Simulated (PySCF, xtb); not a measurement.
## C2NSi−: which of two structures lies lower

Structure I is `[C-]#CN=[Si]`, a singlet and structure II is a singlet given by its coordinates. Both are isolated ions in the gas phase, relaxed with B3LYP-D3(BJ)/def2-SVPD.

I (Å):

```
atom    x (Å)    y (Å)   z (Å)
   C  -3.7299  -1.5312  1.7584
   C  -2.8175  -0.7373  1.3869
   N  -1.8826   0.0757  1.0061
  Si  -0.7287   1.0788  0.5370
```

II (Å):

```yaml
atoms:
  - { symbol: C, position_ang: [-3.2395, -1.9290, 1.6186] }
  - { symbol: C, position_ang: [-2.0027, 0.1713, 1.0308] }
  - { symbol: N, position_ang: [-2.6523, -0.9320, 1.3397] }
  - { symbol: Si, position_ang: [-1.1869, 1.5590, 0.6427] }
```

Close contacts (Å): C1–N3 1.19, C2–N3 1.32, C2–Si4 1.66.

Quicker runs give these differences E(II) − E(I): GFN2-xTB +0.962 eV; HF/STO-3G +0.497 eV (at GFN2-xTB geometries); r2SCAN-D4/def2-SVPD −0.321 eV (at GFN2-xTB geometries).

Q: Estimate E(II) − E(I) at the level CCSD(T)/def2-SVPD + ΔMP2/def2-TZVPPD.

A: Calculated at CCSD(T)/def2-SVPD + ΔMP2/def2-TZVPPD: E(II) − E(I) = −0.320 eV, so structure II lies lower.

Level by level:

```csv
level,geometry,E(II) − E(I) (eV),departure from the last row (eV),"job, with rough time for the two"
GFN2-xTB,GFN2-xTB,+0.962,+1.282,"optimisation, 0.15 s"
HF/STO-3G,GFN2-xTB,+0.497,+0.817,"single point, 1.7 s"
r2SCAN-D4/def2-SVPD,GFN2-xTB,−0.321,−0.001,"single point, 12 s"
B3LYP-D3(BJ)/def2-SVPD,B3LYP-D3(BJ)/def2-SVPD,−0.301,+0.019,"optimisation, 49 s"
HF/def2-SVPD,B3LYP-D3(BJ)/def2-SVPD,−0.679,−0.359,part of the CCSD(T) run
MP2/def2-SVPD,B3LYP-D3(BJ)/def2-SVPD,−0.335,−0.015,part of the CCSD(T) run
CCSD(T)/def2-SVPD,B3LYP-D3(BJ)/def2-SVPD,−0.416,−0.096,single point
CCSD(T)/def2-SVPD + ΔMP2/def2-TZVPPD,B3LYP-D3(BJ)/def2-SVPD,−0.320,,"single point, 32 s"
```

GFN2-xTB, HF/STO-3G put the two in the other order. The largest departure from CCSD(T)/def2-SVPD + ΔMP2/def2-TZVPPD is that of GFN2-xTB, 1.282 eV. The last row adds to CCSD(T) the change of the MP2 difference between the two basis sets, here +0.096 eV.

With thermal terms from frequencies at re-optimised GFN2-xTB minima (ideal gas, soft modes damped towards free rotors, one conformer each, 298.15 K, 1 atm): the zero-point term adds +0.006 eV; ΔH is −0.311 and ΔG −0.317 eV.

The T1 diagnostic of structure I is large, so the coupled-cluster value is less sure. The correlated steps freeze 8 core orbitals. Programs: PySCF 2.14.0, xtb 6.7.1; the last row on 2 threads of Intel(R) Xeon(R) Processor @ 2.70GHz on a shared host.
